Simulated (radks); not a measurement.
Results of a calculation; reference values are marked as such.
Ga4+, configuration [Ne] 3s2 3p5.75 3d9.25 (fractional occupations, a model configuration). Level of theory: Dirac Kohn-Sham, LDA (Slater exchange, Perdew-Wang correlation), spin-unpolarised, spherical densities, point nucleus; open shells are shared between the two j in proportion to 2j + 1 (a radial shooting solver on a logarithmic mesh with Libxc functionals).

Normalised radial functions P(r) = r R(r) (large component), r in bohr:

```
   r/bohr * 3s1/2, o 3p1/2 (the largest magnitude, 1.38, reaches the edge; | marks zero, & curves that meet)
 0.002064                             o *
 0.002603                             o *
 0.003309                             o  *
 0.004173                             o  *
 0.005305                             o   *
  0.00669                             o    *
 0.008505                             |o   *
  0.01073                             |o    *
  0.01363                             |o     *
   0.0172                             | o     *
  0.02186                             | o     *
  0.02757                             |   o   *
  0.03505                             |    o *
   0.0442                             |    * o
  0.05618                             | *      o
  0.07085                           * |          o
  0.09007                     *       |            o
   0.1136                 *           |             o
   0.1444              *              |            o
   0.1821                *            |       o
   0.2315                       *     |o
   0.2943                    o        |    *
   0.3712           o                 |                *
   0.4718     o                       |                        *
    0.595   o                         |                          *
   0.7564       o                     |                     *
    0.954              o              |              *
    1.213                    o        |       *
    1.529                         o   |  *
    1.944                            o|*
    2.452                             &
```

3s1/2: eigenvalue -205.65 eV, 2 radial nodes at r = 0.0630, 0.267 bohr, <r> = 0.648 bohr, 90 % of the charge inside 0.969 bohr. 3p1/2: eigenvalue -159.14 eV, 1 radial node at r = 0.237 bohr, <r> = 0.664 bohr, 90 % of the charge inside 1.02 bohr.
